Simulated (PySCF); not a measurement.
C₃H₅BrSi.
Numbering: `[CH3:1][C:2]#[C:3][SiH2:4][Br:5]` (hydrogens: H6, H7, H8 on C1; H9, H10 on Si4)

Method: PBE0-D3(BJ)/def2-SVP geometry optimisation, gas phase (PySCF).

**Question.** What internal coordinates does the optimisation give?

**Answer.** 
| bond | length (Å) |
| --- | --- |
| C1–C2 | 1.449 |
| C2≡C3 | 1.219 |
| C3–Si4 | 1.815 |
| Si4–Br5 | 2.231 |
| C1–H6, C1–H7, C1–H8 | 1.101 |
| Si4–H9, Si4–H10 | 1.488 |

Bonds in one row agree within 0.01 Å and their mean is given. A selection of angles:
| angle | degrees |
| --- | --- |
| C2–C1–H6 | 110.9 |
| H6–C1–H7 | 108.0 |
| C1–C2–C3 | 179.8 |
| C2–C3–Si4 | 179.3 |
| C3–Si4–Br5 | 109.7 |
| C3–Si4–H9 | 110.7 |
| Br5–Si4–H9 | 107.6 |
| H9–Si4–H10 | 110.4 |

Si4 (SiH2 silicon) is tetrahedral (angles from 107.6° to 110.7°). The 2 C–C bonds span 1.219 Å (C2≡C3, drawn triple) to 1.449 Å (C1–C2, drawn single), a spread of 0.230 Å. The 5 heavy atoms lie in one plane (0.000 Å rms).

No frequency check.

Hardware: one thread, Arm Neoverse V1 (aarch64), shared host with 32 logical CPUs at a one-minute load of 14. Cost: 42 s wall, 0.48 GiB resident at most. These figures are those of the optimisation.
